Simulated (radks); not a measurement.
Problem. Valence configurations of In I (all share [Kr]). All-electron calculation, scalar-relativistic Kohn-Sham, r2SCAN, spin-polarised, spherical densities, finite nucleus; open shells are filled with parallel spins first (spin-orbit coupling, left out, can overturn this in heavy ions); meta-GGA in the generalised Kohn-Sham scheme; Fermi nuclear charge, rms radius 4.6156 fm. Program: a radial shooting solver on a logarithmic mesh with Libxc functionals. Order these by energy: 4d9.5 5s2 5p1.5; 4d9 5s1 5p3; 4d10 5s1 5p2; 4d9 5s2 5p2; 4d9.5 5s1 5p2.5; 4d8 5s2 5p3; 4d10 5s2 5p1; 4d9 5p4; 4d10 5s1.5 5p1.5; 4d10 5p3.

Solution. From the lowest, in eV above it: 4d10 5s2 5p1 0.000; 4d10 5s1.5 5p1.5 2.318; 4d10 5s1 5p2 4.093; 4d9.5 5s2 5p1.5 8.562; 4d10 5p3 10.428; 4d9.5 5s1 5p2.5 12.575; 4d9 5s2 5p2 17.953; 4d9 5s1 5p3 21.863; 4d9 5p4 31.874; 4d8 5s2 5p3 39.156. NIST lists [Kr] 4d10 5s2 5p1 as the ground configuration; this level of theory agrees among the configurations tried. The energies are those of spherical high-spin densities, not of single terms.
